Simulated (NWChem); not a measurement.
System: SiNH$_{4}$, doublet; SMILES [NH][SiH3]

NWChem input:

```
start job
memory heap 200 mb stack 700 mb global 900 mb
geometry units angstroms noautoz
  N      0.084627    -1.241535     0.225293
  Si    -0.015909     0.511934     0.041629
  H      0.667111    -1.654251    -0.516333
  H     -0.854156     1.084133     1.129968
  H     -0.624914     0.856538    -1.285007
  H      1.354039     1.119603     0.100754
end
basis spherical
  N library def2-tzvp
  Si library def2-tzvp
  H library def2-tzvp
end
dft
  odft
  mult 2
  xc xctpssh
  iterations 150
  mulliken
end
task dft energy
```

Parts of the log:

```
             Northwest Computational Chemistry Package (NWChem) 7.3.0
             --------------------------------------------------------

 C1  symmetry detected

                             Geometry "geometry" -> ""
                             -------------------------

 Output coordinates in angstroms (scale by  1.889725989 to convert to a.u.)

  No.       Tag          Charge          X              Y              Z
 ---- ---------------- ---------- -------------- -------------- --------------
    1 N                    7.0000    -0.09869960    -1.24437869     0.00019942
    2 Si                  14.0000    -0.01464121     0.51954525     0.00009047
    3 H                    1.0000     0.84497935    -1.65559792     0.00022032
    4 H                    1.0000    -1.38975174     1.08833914     0.00989164
    5 H                    1.0000     0.71084954     1.00030179    -1.22144070
    6 H                    1.0000     0.72979704     1.00397426     1.20866614

 Effective nuclear repulsion energy (a.u.)      56.3050116319

                                 NWChem DFT Module
                                 -----------------

 Summary of "ao basis" -> "ao basis" (spherical)
 ------------------------------------------------------------------------------
       Tag                 Description            Shells   Functions and Types
 ---------------- ------------------------------  ------  ---------------------
 N                         def2-tzvp                11       31   5s3p2d1f
 Si                        def2-tzvp                13       37   5s5p2d1f
 H                         def2-tzvp                 4        6   3s1p

            General Information
            -------------------
          SCF calculation type: DFT
          Wavefunction type:  spin polarized.
          No. of atoms     :     6
          No. of electrons :    25
           Alpha electrons :    13
            Beta electrons :    12
          Charge           :     0
          Spin multiplicity:     2
          Use of symmetry is: off; symmetry adaption is: off
          Maximum number of iterations: 150
          AO basis - number of functions:    92
                     number of shells:    40
          Convergence on energy requested:  1.00D-06
          Convergence on density requested:  1.00D-05
          Convergence on gradient requested:  5.00D-04

              XC Information
              --------------
                  TPSS hybrid Method XC Functional
                     Hartree-Fock (Exact) Exchange  0.100
                  TPSS metaGGA Exchange Functional  0.900
             TPSS03 metaGGA Correlation Functional  1.000

             Grid Information
             ----------------
          Grid used for XC integration:  medium
          Radial quadrature: Mura-Knowles
          Angular quadrature: Lebedev.
          Tag              B.-S. Rad. Rad. Pts. Rad. Cut. Ang. Pts.
          ---              ---------- --------- --------- ---------
          N                   0.65       49           9.0       434
          Si                  1.10       88           9.0       590
          H                   0.35       45          10.0       434
          Grid pruning is: on
          Number of quadrature shells:   317
          Spatial weights used:  Erf1

      Superposition of Atomic Density Guess
      -------------------------------------

 Sum of atomic energies:        -345.14619912

      Non-variational initial energy
      ------------------------------

 Total energy =    -345.560504
 1-e energy   =    -587.816076
 2-e energy   =     185.950560
 HOMO         =      -0.290264
 LUMO         =       0.044606

     ---------------------------------------------
      Total Density - Mulliken Population Analysis
     ---------------------------------------------

    Atom       Charge   Shell Charges
 -----------   ------   -------------------------------------------------------
    1 N    7     7.70   0.82  1.15  0.61  0.91  0.24  1.42  1.70  0.83  0.00  0.02  0.00
    2 Si  14    13.54   2.00  0.59  1.39  0.87  0.44  4.11  1.73  0.51  1.23  0.43  0.10  0.11  0.02
    3 H    1     0.71   0.22  0.36  0.09  0.03
    4 H    1     1.06   0.23  0.55  0.27  0.01
    5 H    1     1.00   0.21  0.52  0.26  0.01
    6 H    1     1.00   0.21  0.52  0.26  0.01

     --------------------------------------------
      Spin Density - Mulliken Population Analysis
     --------------------------------------------

    Atom       Charge   Shell Charges
 -----------   ------   -------------------------------------------------------
    1 N    7     0.76   0.00 -0.00  0.00  0.00  0.00  0.27  0.31  0.18  0.00  0.00  0.00
    2 Si  14     0.07   0.00  0.00 -0.00  0.00  0.00  0.00 -0.00  0.00  0.01 -0.00  0.02  0.03  0.01
    3 H    1     0.00   0.00  0.00 -0.00  0.00
    4 H    1     0.00   0.00  0.00  0.00  0.00
    5 H    1     0.09   0.02  0.04  0.03  0.00
    6 H    1     0.08   0.02  0.04  0.02  0.00

   convergence    iter        energy       DeltaE   RMS-Dens  Diis-err
 ---------------- ----- ----------------- --------- --------- ---------
 d= 0,ls=0.0,diis     1   -346.6018145835 -4.03D+02  2.81D-03  8.43D-02
                                                     3.16D-03  8.85D-02
 d= 0,ls=0.0,diis     2   -346.6102934722 -8.48D-03  2.31D-03  6.91D-02
                                                     2.03D-03  4.94D-02
 d= 0,ls=0.0,diis     3   -346.6353590801 -2.51D-02  6.24D-04  2.12D-02
                                                     6.90D-04  2.04D-02
 d= 0,ls=0.0,diis     4   -346.6448676217 -9.51D-03  1.52D-04  2.73D-04
                                                     1.44D-04  2.13D-04
 d= 0,ls=0.0,diis     5   -346.6450395908 -1.72D-04  3.65D-05  2.00D-05
                                                     4.87D-05  3.11D-05
  Resetting Diis
 d= 0,ls=0.0,diis     6   -346.6450555862 -1.60D-05  1.81D-05  3.60D-06
                                                     9.64D-06  1.71D-06
 d= 0,ls=0.0,diis     7   -346.6450574231 -1.84D-06  4.07D-06  1.52D-07
                                                     4.94D-06  1.52D-07
 d= 0,ls=0.0,diis     8   -346.6450575599 -1.37D-07  2.11D-06  5.92D-08
                                                     1.66D-06  5.29D-08

         Total DFT energy =     -346.645057559947
      One electron energy =     -589.715699058383
           Coulomb energy =      216.082138741265
    Exchange-Corr. energy =      -29.316508874771
 Nuclear repulsion energy =       56.305011631941

 Numeric. integr. density =       25.000004410590

                    DFT Final Alpha Molecular Orbital Analysis
                    ------------------------------------------

 Vector   11  Occ=1.000000D+00  E=-3.460833D-01
              MO Center= -6.2D-01,  5.8D-01,  9.1D-03, r^2= 2.3D+00
   Bfn.  Coefficient  Atom+Function         Bfn.  Coefficient  Atom+Function
  ----- ------------  ---------------      ----- ------------  ---------------
    76     -0.283306  4 H  s                 46      0.277475  2 Si px
    75     -0.163935  4 H  s                  7      0.156712  1 N  py
    77     -0.138150  4 H  s                 10      0.133437  1 N  py
    47     -0.125159  2 Si py                37     -0.114220  2 Si px
    43      0.107483  2 Si px                49      0.095347  2 Si px

 Vector   12  Occ=1.000000D+00  E=-2.956495D-01
              MO Center=  1.4D-01, -4.9D-01, -5.2D-03, r^2= 2.4D+00
   Bfn.  Coefficient  Atom+Function         Bfn.  Coefficient  Atom+Function
  ----- ------------  ---------------      ----- ------------  ---------------
     8      0.385605  1 N  pz                11      0.348843  1 N  pz
    14      0.243176  1 N  pz                82      0.162859  5 H  s
    88     -0.160980  6 H  s                 83      0.124593  5 H  s
    89     -0.123138  6 H  s                 48     -0.121547  2 Si pz
    81      0.091109  5 H  s                 87     -0.090000  6 H  s

 Vector   13  Occ=1.000000D+00  E=-2.860037D-01
              MO Center= -9.3D-02, -8.6D-01,  2.2D-03, r^2= 2.1D+00
   Bfn.  Coefficient  Atom+Function         Bfn.  Coefficient  Atom+Function
  ----- ------------  ---------------      ----- ------------  ---------------
     6      0.271146  1 N  px                 7      0.251734  1 N  py
     9      0.224101  1 N  px                10      0.219026  1 N  py
     5     -0.176930  1 N  s                 13      0.176621  1 N  py
     4     -0.164055  1 N  s                 12      0.147274  1 N  px
    47     -0.137362  2 Si py                 3     -0.109910  1 N  s

 Vector   14  Occ=0.000000D+00  E=-4.029860D-03
              MO Center=  2.5D-01,  2.3D-01,  8.9D-04, r^2= 5.2D+00
   Bfn.  Coefficient  Atom+Function         Bfn.  Coefficient  Atom+Function
  ----- ------------  ---------------      ----- ------------  ---------------
     5      1.294394  1 N  s                 50      1.144461  2 Si py
    71     -0.521125  3 H  s                 47      0.368048  2 Si py
    77     -0.290692  4 H  s                 13      0.276895  1 N  py
    36     -0.263344  2 Si s                 83     -0.234172  5 H  s
    89     -0.232202  6 H  s                 12      0.214619  1 N  px

 Vector   15  Occ=0.000000D+00  E= 4.650763D-02
              MO Center=  4.9D-01,  4.4D-01,  2.6D-02, r^2= 4.3D+00
   Bfn.  Coefficient  Atom+Function         Bfn.  Coefficient  Atom+Function
  ----- ------------  ---------------      ----- ------------  ---------------
    49      1.580994  2 Si px                77      1.236732  4 H  s
    83     -0.717794  5 H  s                 89     -0.650445  6 H  s
    12     -0.415995  1 N  px                71      0.271861  3 H  s
    46      0.237816  2 Si px                59     -0.177603  2 Si d  0
     6     -0.122099  1 N  px                54     -0.119042  2 Si d  0

[...]
```

Level: TPSSh/def2-TZVP, spin-unrestricted. All runs use the structure optimised with PBE0/def2-SVP, spin-unrestricted. No stability test was run on the SCF state.
